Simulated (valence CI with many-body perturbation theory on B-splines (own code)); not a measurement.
**Run record, Sm³⁰⁺**

Computed by configuration interaction combined with many-body perturbation theory (CI+MBPT): four valence electrons over a frozen Dirac-Fock core [Ar] 3d10, radial functions for each j: 5 s, 5 p, 3 d, 2 f, with the one-electron correlation potential Σ1 (screened to all orders), the two-electron term Σ2, the three-electron term Σ3, Breit, model QED; selected single and double excitations, second order for the rest, scaled by the run's own slope (own B-spline code, finite nucleus).

Command, and the settings that its task file holds:

```sh
python run_cv.py task.json out
```

```
atom Sm  Z=62  mass_number=152  rms_radius_fm=5.0819
core [Ar] 3d10
valence 4s2 4p2
avg = 1
basis = S
breit = 1
cap = 10000
capref = 1200
cscale = 1
de = 0.0
dress = 0
eps = 2e-08
extrap = 1
h = 0.27
hh = 1
l2 = 3
lcore = 6
maxit = 60
n2 = 5
natural = 0
nlev = 20
nno = [2, 2, 1, 1, 0]
nroot = 26
nsp = [3, 3, 2, 1, 0]
pt2 = 1
qed = 1
rpa = 1
s1 = 1
s2 = 1
s3 = 1
screen = 1
tol = 2e-05
whole = 1
```

It took 23 s on 1 thread of Arm Neoverse V1 (shared host).

Log. The first blocks belong to the next ion, which gives the ionisation energy. Fields: 2J, parity (1 odd), roots, reference size, generating configurations, candidates as configurations/state functions, variational space P, stored matrix elements, Davidson steps; e2 is the range of second-order energies in hartree. The first line gives the box (bohr), its intervals, the orbitals and the steps of their self-consistent field. Window is the range of levels sought, series limit the energy at which the first omitted orbital would enter, core excitation an estimate of the first excitation out of the core, left out the lowest levels not solved, and shifts from estimates the range by which levels moved from their first estimate, all in cm⁻¹.

```
rmax 3.7 intervals 58 orbitals 25 references ['4s2 4p2', '4s 4p3', '4s2 4p 4d', '4p4', '4s 4p2 4d'] scf 4 t 1.0
2J=1 par=1 roots 2 ref 23 generators 6 cand 530/768 P 315/444 nnz 0 it 0
2J=1 par=1 roots 2 ref 23 generators 11 cand 327/479 P 397/574 nnz 0 it 0
   second order: generators 20 cand 528/740 e2 -0.00000 -0.00000
reference levels 428, estimated 60, window 1536017 1/cm; series limit 5015002, core excitation 7741776
2J=0 par=0 roots 3 ref 22 generators 12 cand 806/1279 P 717/1048 nnz 0 it 0
2J=0 par=0 roots 3 ref 22 generators 20 cand 1549/2657 P 930/1400 nnz 0 it 4
   second order: generators 28 cand 1708/3066 e2 -0.00001 -0.00000
2J=2 par=0 roots 2 ref 35 generators 7 cand 1091/4265 P 729/2361 nnz 0 it 3
2J=2 par=0 roots 2 ref 35 generators 13 cand 1467/5955 P 800/2614 nnz 8.6e+05 it 4
   second order: generators 24 cand 1933/8163 e2 -0.00001 -0.00000
2J=4 par=0 roots 3 ref 55 generators 10 cand 887/4643 P 905/2976 nnz 1.1e+06 it 3
2J=4 par=0 roots 3 ref 55 generators 23 cand 1589/9443 P 1030/3597 nnz 1.5e+06 it 4
   second order: generators 33 cand 1782/10508 e2 -0.00002 -0.00001
2J=4 par=1 roots 8 ref 57 generators 22 cand 1727/9118 P 914/3394 nnz 1.4e+06 it 5
2J=4 par=1 roots 8 ref 57 generators 28 cand 1837/10901 P 1213/4732 nnz 2.4e+06 it 5
   second order: generators 50 cand 1912/12074 e2 -0.00001 -0.00000
2J=2 par=1 roots 7 ref 44 generators 20 cand 1672/7176 P 988/2982 nnz 1e+06 it 4
2J=2 par=1 roots 7 ref 44 generators 28 cand 1700/7584 P 1240/3859 nnz 1.6e+06 it 9
   second order: generators 43 cand 1734/7821 e2 -0.00001 -0.00000
2J=6 par=1 roots 4 ref 53 generators 17 cand 1795/10754 P 716/2577 nnz 8.6e+05 it 4
2J=6 par=1 roots 4 ref 53 generators 27 cand 2053/13048 P 1038/4008 nnz 1.9e+06 it 5
   second order: generators 38 cand 1731/11617 e2 -0.00001 -0.00001
2J=0 par=1 roots 2 ref 16 generators 9 cand 1492/2488 P 561/882 nnz 0 it 0
2J=0 par=1 roots 2 ref 16 generators 16 cand 1727/2908 P 756/1190 nnz 0 it 0
   second order: generators 21 cand 1880/3270 e2 -0.00001 -0.00000
2J=8 par=1 roots 1 ref 37 generators 6 cand 1310/6288 P 335/1204 nnz 0 it 0
2J=8 par=1 roots 1 ref 37 generators 9 cand 1667/8161 P 451/1676 nnz 0 it 4
   second order: generators 16 cand 1965/10862 e2 -0.00001 -0.00001
left out: unestimated 2214489, estimated 1755006, shifts from estimates -8 to 1
operators 1.8
```

The Davidson iterations converged. The settings are bad on purpose, so the numbers may not be properties of the ion.

No measured spectrum was set against this ion. As an estimate, large intervals hold to a few tenths of a per cent, small ones and those within an open d or f shell to about a per cent.

* Valence energy: -188.3907 hartree
* Ionisation energy: 1181.9 eV (NIST: 1180 ± 4 eV (theoretical))
* Reference configurations for the orbitals: 4s2 4p2, 4s 4p3, 4s2 4p 4d, 4p4, 4s 4p2 4d
* Radial orbitals: 25
* Box radius: 3.697 bohr
* Largest variational space: 4732
* Lowest levels: (4s^2 4p1/2^2) J=0 0.00, (4s^2 4p1/2 4p3/2) J=1 33.12, (4s^2 4p1/2 4p3/2) J=2 36.40, (4s^2 4p3/2^2) J=2 71.97, (4s^2 4p3/2^2) J=0 79.29, (4s 4p1/2^2 4p3/2) J=2 99.96, (4s 4p1/2^2 4p3/2) J=1 111.24, (4s 4p1/2 4p3/2^2) J=2 [a] 130.52, (4s 4p1/2 4p3/2^2) J=3 136.88, (4s^2 4p1/2 4d3/2) J=2 142.22, (4s 4p1/2 4p3/2^2) J=0 143.61, (4s 4p1/2 4p3/2^2) J=1 [a] 146.60, (4s 4p1/2 4p3/2^2) J=1 [b] 151.71, (4s 4p1/2 4p3/2^2) J=2 [b] 152.65 eV

Levels are named by their leading jj configuration (3d3/2^4 stands for four electrons in 3d with j = 3/2), which in mixed levels can hold well under half, so a name can repeat and another be missing. Letters in brackets count levels of one name in rising energy.
